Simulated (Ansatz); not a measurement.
The same path of CH4 + GeH4 (10 atoms, charge 0, multiplicity 1) was run twice with different band settings. Lost on the way: Ge1–H2, H6–C7. Made: Ge1–C7, H2–H6.

Computed with Ansatz 0.2.0, RKS PBE0/def2-TZVP.

Relaxed end points:

```xyz
10
Properties=species:S:1:pos:R:3
Ge -1.056 0.789 -1.601
H 0.428 1.176 -1.644
H -1.752 1.300 -2.869
H -1.714 1.420 -0.367
H -1.186 -0.738 -1.526
H 1.560 0.029 1.086
C 1.056 -0.789 1.601
H 0.986 -1.650 0.936
H 0.055 -0.473 1.895
H 1.624 -1.063 2.490
```

```xyz
10
Properties=species:S:1:pos:R:3
Ge -1.090 -0.087 -0.528
H 2.015 1.960 -0.718
H -0.263 0.165 -1.802
H -1.640 1.262 -0.031
H -2.279 -0.996 -0.892
H 2.568 1.876 -0.222
C 0.012 -0.924 0.849
H 0.419 -1.869 0.486
H -0.582 -1.120 1.742
H 0.841 -0.268 1.117
```

Common settings: movable images 5; climbing image yes; spring 5.0 eV/Å²; optimiser quadratic models (default); start path through a guess of the saddle point; iteration limit 60; end points relaxed.

| run | force threshold |
| --- | --- |
| 1 | 0.03 eV/Å |
| 2 | 0.5 eV/Å |

Problem. What does each run give, and how far can it be trusted?

Solution. Run 1: converged after 31 iterations, highest image 3.766 eV above the first end. Neighbouring images differ by up to 3.6 eV, so the band resolves the path poorly. A vibrational analysis at the climbing image gives one clearly imaginary mode, 1876i cm⁻¹: a first-order saddle point.
Run 2: converged after 22 iterations, highest image 3.817 eV above the first end. The threshold of 0.5 eV/Å is loose, so the images may lie well off the minimum-energy path. Neighbouring images differ by up to 3.2 eV, so the band resolves the path poorly. The order of the stationary point at the top wasn't checked.
The orbitals stay closed-shell, which can raise the energy where a bond breaks towards radicals; this wasn't checked here.
